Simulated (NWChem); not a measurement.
System: ScBr2F; SMILES [F][Sc]([Br])[Br]

Not confirmed as a minimum by frequencies.

Task: Give the equilibrium geometry at PBE0/def2-SVP (NWChem) as an XYZ file, with the point group.

Result: point group C2v; any orientation.
```
4

Sc     0.0000     0.0000     0.5185
F      0.0000     0.0000     2.3108
Br    -2.1440     0.0000    -0.6316
Br     2.1440     0.0000    -0.6316
```
